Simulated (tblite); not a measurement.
`C#Cc1pcpc(OC)p1`. The geometry is computed with GFN2-xTB (gas phase).

```
atom  x, y, z in Å
C1     3.8279    0.9717    0.1589
C2     2.7946    0.3697    0.0234
C3     1.5834   -0.3381   -0.1417
P4     1.8052   -2.0652   -0.3107
C5     0.2091   -2.7028   -0.5132
P6    -1.3895   -2.0608   -0.5799
C7    -1.1831   -0.3266   -0.3614
O8    -2.4329    0.2176   -0.4019
C9    -2.5566    1.6062   -0.2572
P10    0.1899    0.7271   -0.1275
H11    4.7297    1.4939    0.2771
H12    0.2186   -3.7842   -0.6321
H13   -2.0059    2.1344   -1.0451
H14   -2.1754    1.9350    0.7170
H15   -3.6194    1.8302   -0.3333
```

Task: Work out the bond lengths C1–H11, C3–P10, C5–P6, P6–C7, O8–C9, C9–H13, C9–H14, C9–H15 in Å.

Result: For C1–H11 the difference vector is (0.9018, 0.5222, 0.1182) Å, of length 1.0488 Å. C1–H11 1.049; C3–P10 1.754; C5–P6 1.724; P6–C7 1.760; O8–C9 1.402; C9–H13 1.097; C9–H14 1.097; C9–H15 1.089 Å.

Task: Where is the centre of mass (commonest isotopes), and what is the radius of gyration?

Result: Mass 185.955 u; centre at (0.178, -0.555, -0.280) Å; Rg = √(Σ m r²/M) = 2.418 Å. As Ia + Ib + Ic = 2 Σ m r², the three principal moments sum to 2174.0 u·Å².

Task: How far apart are these pairs, which share no bond: C1···P4, C1···O8, C1···C9, C3···H14, C5···H13?

Result: C1···P4 3.679 Å (3 bonds apart); C1···O8 6.331 Å (5 bonds apart); C1···C9 6.429 Å (6 bonds apart); C3···H14 4.476 Å (5 bonds apart); C5···H13 5.347 Å (5 bonds apart).

Task: Give the dihedral angles C3–P4–C5–H12, P4–C3–P10–C7, P4–C5–P6–C7, P6–C7–P10–C3.

Result: C3–P4–C5–H12 180° (antiperiplanar); P4–C3–P10–C7 -1° (synperiplanar); P4–C5–P6–C7 -1° (synperiplanar); P6–C7–P10–C3 0° (synperiplanar). Dihedral signs follow IUPAC: positive where, seen along the central bond, the front bond turns clockwise onto the rear one.

Task: Write the matrix of distances between heavy atoms (Å, lower triangle).

Result: 
```
C1    0.000
C2    1.204  0.000
C3    2.616  1.413  0.000
P4    3.679  2.649  1.749  0.000
C5    5.201  4.051  2.760  1.731  0.000
P6    6.080  4.876  3.464  3.206  1.724  0.000
C7    5.203  4.056  2.775  3.458  2.758  1.760  0.000
O8    6.331  5.247  4.063  4.815  3.940  2.512  1.364  0.000
C9    6.429  5.499  4.575  5.702  5.127  3.862  2.373  1.402  0.000
P10   3.657  2.633  1.754  3.231  3.452  3.236  1.746  2.686  2.887  0.000
```

The point group is Cs within 0.08 Å; differences among equivalent distances and angles are scatter left by the optimiser. Its GFN2-xTB frequencies are all real (lowest 55 cm⁻¹). One conformer, not necessarily the lowest.
